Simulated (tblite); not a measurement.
Species: C8H7 (charge -1).
Numbering: `[CH3:1][C:2]#[C:3][c:4]1[cH:5][cH:6][cH-:7][cH:8]1` (hydrogens: H9, H10, H11 on C1; H12 on C5; H13 on C6; H14 on C7; H15 on C8)
Bond orders are those of one Lewis drawing.

Computed with GFN2-xTB (tblite), gas phase: Langevin dynamics at 300 K from the optimised GFN2-xTB geometry, time step 0.5 fs, friction 0.01 fs⁻¹, 2000 steps. The instantaneous temperature is 2·E(kin)/(3Nk) with all 3N coordinates.

```csv
t (fs),T (K),E(pot) above start (eV),C1–C2 (Å),C2≡C3 (Å),C3–C4 (Å),C4–C5 (Å),C5–C6 (Å),C1–H9 (Å)
0,239,0.000,1.455,1.209,1.396,1.410,1.385,1.097
25,137,0.336,1.456,1.224,1.406,1.423,1.380,1.047
50,226,0.385,1.433,1.226,1.403,1.410,1.373,1.023
75,199,0.406,1.450,1.210,1.444,1.433,1.397,1.084
100,210,0.304,1.435,1.194,1.390,1.405,1.399,1.114
125,261,0.333,1.485,1.213,1.405,1.420,1.399,1.174
150,181,0.426,1.473,1.242,1.368,1.426,1.405,1.169
175,257,0.284,1.462,1.212,1.351,1.433,1.397,1.119
200,240,0.383,1.507,1.206,1.382,1.438,1.405,1.065
225,306,0.419,1.469,1.227,1.357,1.413,1.372,1.067
250,242,0.582,1.458,1.230,1.359,1.417,1.368,1.104
275,280,0.502,1.522,1.199,1.392,1.400,1.390,1.102
300,299,0.491,1.437,1.209,1.372,1.391,1.395,1.145
325,412,0.411,1.466,1.222,1.430,1.411,1.417,1.144
350,373,0.505,1.487,1.208,1.388,1.402,1.437,1.092
375,364,0.514,1.466,1.201,1.384,1.421,1.410,1.087
400,276,0.790,1.501,1.222,1.370,1.492,1.397,1.105
425,320,0.511,1.469,1.222,1.357,1.475,1.415,1.110
450,292,0.484,1.453,1.205,1.365,1.458,1.404,1.115
475,294,0.557,1.505,1.203,1.411,1.483,1.415,1.115
500,329,0.475,1.458,1.235,1.378,1.460,1.387,1.111
525,206,0.570,1.420,1.227,1.381,1.472,1.370,1.114
550,172,0.448,1.475,1.211,1.406,1.488,1.365,1.095
575,227,0.435,1.485,1.179,1.372,1.440,1.368,1.077
600,281,0.481,1.492,1.221,1.372,1.461,1.386,1.091
625,299,0.466,1.484,1.226,1.389,1.472,1.413,1.121
650,355,0.334,1.437,1.195,1.375,1.415,1.381,1.155
675,252,0.476,1.473,1.203,1.404,1.394,1.365,1.113
700,305,0.530,1.502,1.221,1.396,1.399,1.395,1.079
725,307,0.596,1.478,1.226,1.336,1.412,1.408,1.056
750,311,0.585,1.478,1.222,1.388,1.439,1.424,1.073
775,347,0.580,1.464,1.168,1.399,1.436,1.445,1.136
800,318,0.661,1.497,1.223,1.363,1.362,1.416,1.122
825,416,0.427,1.514,1.247,1.408,1.390,1.399,1.077
850,284,0.551,1.448,1.188,1.392,1.388,1.387,1.075
875,347,0.400,1.434,1.203,1.370,1.378,1.393,1.104
900,247,0.503,1.480,1.216,1.440,1.408,1.396,1.140
925,365,0.389,1.432,1.200,1.408,1.378,1.398,1.120
950,333,0.511,1.452,1.220,1.404,1.368,1.403,1.088
975,324,0.480,1.471,1.220,1.411,1.416,1.400,1.097
1000,343,0.526,1.430,1.196,1.371,1.422,1.386,1.070
```

Task: From 500 fs on, how do temperature and potential energy compare with equipartition?

Result: The mean temperature of these 21 frames is 303 K against the target 300 K, and the mean potential energy 0.50 eV against 39 × kT/2 = 0.50 eV for 39 classical harmonic modes. For 15 atoms in a canonical ensemble the temperature itself scatters by T·√(2/(3N)) = 63 K; here its standard deviation is 56 K. The whole run lasts only 10 friction times of 100 fs, so these averages carry a wide statistical error.

Task: What are the kinetic and total energies of the listed frame with the highest potential energy?

Result: The one at 400 fs, 0.790 eV above the start. Its kinetic energy is 3NkT/2 = 0.536 eV at 276 K, so the sum is 1.33 eV; over the listed frames the sum runs from 0.46 to 1.33 eV, since the thermostat adds and removes energy.

Task: How much do the listed bonds fluctuate from 500 fs on?

Result: 
```csv
bond,at the start (Å),mean (Å),standard deviation (Å)
C1–C2,1.455,1.467,0.025
C2≡C3,1.209,1.212,0.019
C3–C4,1.396,1.389,0.022
C4–C5,1.410,1.419,0.036
C5–C6,1.385,1.395,0.020
C1–H9,1.097,1.101,0.026
```

The motion is classical and holds no zero-point motion.

What follows is the cost of the whole dynamics run. Time: 10 s; peak memory 0.18 GiB. Hardware: Arm Neoverse V1, one thread, no GPU, shared host.
